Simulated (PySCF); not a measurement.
Compound: C6H14P (charge +1).
SMILES with atom numbers: `[CH3:1][CH2:2][C@@H:3]1[CH2:4][P@@H+:5]1[CH2:6][CH3:7]`

NICS = −σ at a ghost point: NICS(0) at the centroid of the ring atoms, NICS(1) 1 Å to either side along the normal of their mean plane, zz for the tensor component along that normal. Level: GIAO B3LYP/pcSseg-1 (PySCF, non-relativistic, gas phase) on the PBE0-D3(BJ)/def2-SVP geometry, one conformer.

Ring bond lengths (Å): C3–C4 1.520, C4–P5 1.798, P5–C3 1.816.

**Question.** What do the NICS probes read (ppm)?

**Answer.** 
```csv
ring,type,NICS(0),"NICS(1), two faces","NICS(1)zz, two faces",rms pucker (Å),"centre to ring atoms, mean (Å)"
C3–C4–P5,3-membered ring with P; formal bonds all single,-31.8,-8.6 / -7.4,-19.1 / -14.4,0.00,0.99
```

**Question.** What do they say, and how far can they be read as aromaticity?

**Answer.** 
- C3–C4–P5: mean NICS(1)zz -16.7 ppm, shielded. C3, C4, P5 have four or more neighbours, so the value isn't read as a sign of a π ring current. The two faces differ by 4.7 ppm, so no symmetry operation interchanges them. NICS(0) lies 24 ppm below the mean NICS(1).

**Question.** What field does 1 T along the ring normal induce along that normal at the second NICS(1) probe listed for ring C3–C4–P5, 1 Å off the ring?

**Answer.** NICSzz × B0 = -14.4 ppm × 1 T = -14 μT, against the applied field.

**Question.** Give the inner angles of the rings.

**Answer.** 
- C3–C4–P5: C3 64.5°, C4 65.8°, P5 49.8°; sum 180.0° against 180° for a flat convex ring.

**Question.** How do the values depend on the level or the medium?

**Answer.** 
| level | NICS(0), C3–C4–P5 | mean NICS(1)zz, C3–C4–P5 |
| --- | --- | --- |
| B3LYP/pcSseg-1, gas | -31.8 | -16.7 |
| PBE0/pcSseg-1, gas | -32.6 | -17.2 |
| PBE0/pcSseg-1, IEF-PCM acetone | -32.4 | -17.0 |
| PBE0/pcSseg-1, IEF-PCM chloroform | -32.5 | -17.0 |

The geometry is the same throughout; the continuum's cavity takes Bondi-type radii × 1.2.

Time: 37 s; peak memory 0.93 GiB. Hardware: an Intel Xeon Platinum 8488C with one thread (shared host). This is the whole shielding run at B3LYP/pcSseg-1, SCF included.

Shape of the structure used: `[CH3:1][CH2:2][C@@H:3]1[CH2:4][P@@H+:5]1[CH2:6][CH3:7]`: C1–C2–C3–C4 160°, C4–P5–C6–C7 -157°.
